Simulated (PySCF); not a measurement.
AlCl, singlet, geometry from GFN2-xTB (such geometries of metal compounds can be far from the true shape); B3LYP/def2-SVP (PySCF).

The PySCF input:
```python
from pyscf import gto, scf, dft

mol = gto.M(
    atom='''
Al   -0.00000000   -0.00000000   -1.15413952
Cl    0.00000000    0.00000000    0.88257728
''',
    basis='def2-svp',
    verbose=5,
)

mf = dft.RKS(mol)
mf.xc = 'b3lyp'
mf.kernel()
```

### Question
What does PySCF print? Leave out banner, timings and long lists.

### Answer

```
PySCF version 2.14.0

[INPUT] verbose = 5
[INPUT] max_memory = 4000
[INPUT] num. atoms = 2
[INPUT] num. electrons = 30
[INPUT] charge = 0
[INPUT] spin (= nelec alpha-beta = 2S) = 0
[INPUT] symmetry False subgroup None
[INPUT] Mole.unit = angstrom
[INPUT] Symbol           X                Y                Z      unit          X                Y                Z       unit  Magmom
[...]
[INPUT] ---------------- BASIS SET ----------------
[INPUT] l, kappa, [nprim/nctr], expnt,             c_1 c_2 ...
[INPUT] Cl
[...]
                                1571.7365221      0.014754727977
                                357.12065523      0.066679112875
                                100.25185935      0.17228924084
                                30.812727554      0.158837861
[...]
                                5.7045760975      0.60841752753
                                2.3508376809      0.54352153355
[...]
                                72.102015515      -0.063563355471
                                22.532680262      -0.24016428276
                                7.8991765444      -0.47798866557
                                2.8767268321      -0.38515850005
[...]
[INPUT] Al
[...]
                                885.61225996      0.010071576809
                                201.13604899      0.045132454056
                                56.284974674      0.11461268043
                                17.229551243      0.10159608943
[...]
                                3.043963042       -0.42528117679
                                1.1285539518      -0.4144983221
[...]
                                33.717894833      0.044189359965
                                10.369863083      0.15581575993
                                3.5135616036      0.28635286951
                                1.1980050273      0.22921423248
[...]
nuclear repulsion = 57.4199435156228
number of shells = 16
number of NR pGTOs = 72
number of NR cGTOs = 36
basis = def2-svp
ecp = {}

******** <class 'pyscf.dft.rks.RKS'> ********
method = RKS
initial guess = minao
damping factor = 0
level_shift factor = 0
DIIS = <class 'pyscf.scf.diis.CDIIS'>
diis_start_cycle = 1
diis_space = 8
diis_damp = 0
SCF conv_tol = 1e-09
SCF conv_tol_grad = None
SCF max_cycles = 50
direct_scf = True
direct_scf_tol = 1e-13
XC library pyscf.dft.libxc version 7.1.2
    S. Lehtola, C. Steigemann, M. J. T. Oliveira, and M. A. L. Marques,  SoftwareX 7, 1–5 (2018)
XC functionals = b3lyp
    P. J. Stephens, F. J. Devlin, C. F. Chabalowski, and M. J. Frisch,  J. Phys. Chem. 98, 11623 (1994)
radial grids:
    Treutler-Ahlrichs [JCP 102, 346 (1995); DOI:10.1063/1.469408] (M4) radial grids

becke partition: Becke, JCP 88, 2547 (1988); DOI:10.1063/1.454033
pruning grids: <function nwchem_prune>
grids dens level: 3
symmetrized grids: False
atomic radii adjust function: <function treutler_atomic_radii_adjust>
small_rho_cutoff = 0
Set gradient conv threshold to 3.16228e-05
Initial guess from minao.
atom Al rad-grids = 80, ang-grids = [ 50  50  50  50  50  50  50  50  50  50  50  50  50  50  50  50  50  50
  50  50  50  50  50  86  86  86  86  86  86  86  86  86  86  86  86  86
 350 350 350 350 350 350 350 350 350 434 434 434 434 434 434 434 434 434
 434 434 434 434 434 434 434 434 434 350 350 350 350 350 350 350 350 350
 350 350 350 350 350 350 350 350]
atom Cl rad-grids = 80, ang-grids = [ 50  50  50  50  50  50  50  50  50  50  50  50  50  50  50  50  50  50
  50  50  50  50  50  50  86  86  86  86  86  86  86  86  86  86  86  86
  86 350 350 350 350 350 350 350 350 350 434 434 434 434 434 434 434 434
 434 434 434 434 434 434 434 434 434 434 350 350 350 350 350 350 350 350
 350 350 350 350 350 350 350 350]
tot_boxes 972, boxes in each direction [ 7  7 10]
Padding 4 grids
tot grids = 38064
nelec by numeric integration = 29.97693416914192
E1 = -1086.003234016997  E2 = 326.061770537989  Ecoul = 372.96463633140763  Exc = -46.90286579341862
init E= -702.521519963385
cond(S) = 89.50284861743833
[...]
 -5.49584907e-02  3.54209714e-02  1.03386525e-01  2.94101248e-01
  2.94101248e-01  3.12045386e-01  4.05709365e-01  4.05709365e-01
  4.17731647e-01  4.17732086e-01  5.04545911e-01  6.21818613e-01
  7.83757415e-01  7.83757884e-01  8.35710777e-01  8.35710777e-01
  9.41355541e-01  9.81051977e-01  9.81051977e-01  1.34066305e+00]
nelec by numeric integration = 30.00000176790595
E1 = -1086.9035893352668  E2 = 326.9939031870587  Ecoul = 373.93735034226586  Exc = -46.94344715520716
cycle= 5 E= -702.489742632585  delta_E= -1.28e-05  |g|= 0.000343  |ddm|= 0.00915
[...]
  mo_energy =
[-1.01486136e+02 -5.60477974e+01 -9.44412300e+00 -7.20748990e+00
 -7.20549398e+00 -7.20549398e+00 -4.15190793e+00 -2.70722606e+00
 -2.70722606e+00 -2.70423429e+00 -8.12878108e-01 -4.13195188e-01
 -3.35978168e-01 -3.35978168e-01 -2.39886683e-01 -5.49899225e-02
 -5.49899225e-02  3.54016730e-02  1.03361806e-01  2.94022495e-01
  2.94022495e-01  3.11985678e-01  4.05665797e-01  4.05665797e-01
  4.17675095e-01  4.17675533e-01  5.04479623e-01  6.21713156e-01
  7.83603003e-01  7.83603472e-01  8.35554341e-01  8.35554341e-01
  9.41203561e-01  9.80924038e-01  9.80924038e-01  1.34051332e+00]
nelec by numeric integration = 30.000001767958317
E1 = -1086.906483493901  E2 = 326.9967973015889  Ecoul = 373.94043736689883  Exc = -46.943640065309914
cycle= 6 E= -702.489742676689  delta_E= -4.41e-08  |g|= 7.6e-05  |ddm|= 0.000589
[...]
  mo_energy =
[-1.01486106e+02 -5.60477869e+01 -9.44409001e+00 -7.20745792e+00
 -7.20546084e+00 -7.20546084e+00 -4.15190650e+00 -2.70722420e+00
 -2.70722420e+00 -2.70423328e+00 -8.12857713e-01 -4.13178943e-01
 -3.35961053e-01 -3.35961053e-01 -2.39889266e-01 -5.49915228e-02
 -5.49915228e-02  3.54016321e-02  1.03361853e-01  2.94023756e-01
  2.94023756e-01  3.11987229e-01  4.05664332e-01  4.05664332e-01
  4.17672492e-01  4.17672930e-01  5.04483451e-01  6.21724843e-01
  7.83623266e-01  7.83623734e-01  8.35570847e-01  8.35570847e-01
  9.41217667e-01  9.80940851e-01  9.80940851e-01  1.34052962e+00]
nelec by numeric integration = 30.000001767947403
E1 = -1086.9060113350577  E2 = 326.99632514087324  Ecoul = 373.9399326395725  Exc = -46.94360749869922
cycle= 7 E= -702.489742678562  delta_E= -1.87e-09  |g|= 1.05e-05  |ddm|= 0.000127
[...]
  mo_energy =
[-1.01486105e+02 -5.60477902e+01 -9.44408803e+00 -7.20745629e+00
 -7.20545884e+00 -7.20545884e+00 -4.15190990e+00 -2.70722766e+00
 -2.70722766e+00 -2.70423655e+00 -8.12855776e-01 -4.13178062e-01
 -3.35959209e-01 -3.35959209e-01 -2.39890409e-01 -5.49926750e-02
 -5.49926750e-02  3.54011680e-02  1.03361008e-01  2.94022298e-01
  2.94022298e-01  3.11986467e-01  4.05663161e-01  4.05663161e-01
  4.17670422e-01  4.17670860e-01  5.04483439e-01  6.21726141e-01
  7.83625936e-01  7.83626405e-01  8.35572639e-01  8.35572639e-01
  9.41218481e-01  9.80942536e-01  9.80942536e-01  1.34053054e+00]
nelec by numeric integration = 30.00000176794618
E1 = -1086.9059787427839  E2 = 326.99629254855836  Ecoul = 373.93989724399063  Exc = -46.94360469543227
cycle= 8 E= -702.489742678603  delta_E= -4.12e-11  |g|= 4.19e-07  |ddm|= 1.86e-05
[...]
  mo_energy =
[-1.01486104e+02 -5.60477896e+01 -9.44408752e+00 -7.20745578e+00
 -7.20545831e+00 -7.20545831e+00 -4.15190940e+00 -2.70722716e+00
 -2.70722716e+00 -2.70423603e+00 -8.12855477e-01 -4.13177774e-01
 -3.35958960e-01 -3.35958960e-01 -2.39890210e-01 -5.49925227e-02
 -5.49925227e-02  3.54012915e-02  1.03361130e-01  2.94022474e-01
  2.94022474e-01  3.11986683e-01  4.05663384e-01  4.05663384e-01
  4.17670626e-01  4.17671064e-01  5.04483677e-01  6.21726354e-01
  7.83626221e-01  7.83626689e-01  8.35572891e-01  8.35572891e-01
  9.41218749e-01  9.80942814e-01  9.80942814e-01  1.34053083e+00]
nelec by numeric integration = 30.000001767946074
E1 = -1086.9059733050494  E2 = 326.9962871108236  Ecoul = 373.9398913918992  Exc = -46.94360428107565
Extra cycle  E= -702.489742678603  delta_E= -3.41e-13  |g|= 2.66e-07  |ddm|= 1.33e-06
converged SCF energy = -702.489742678603
```
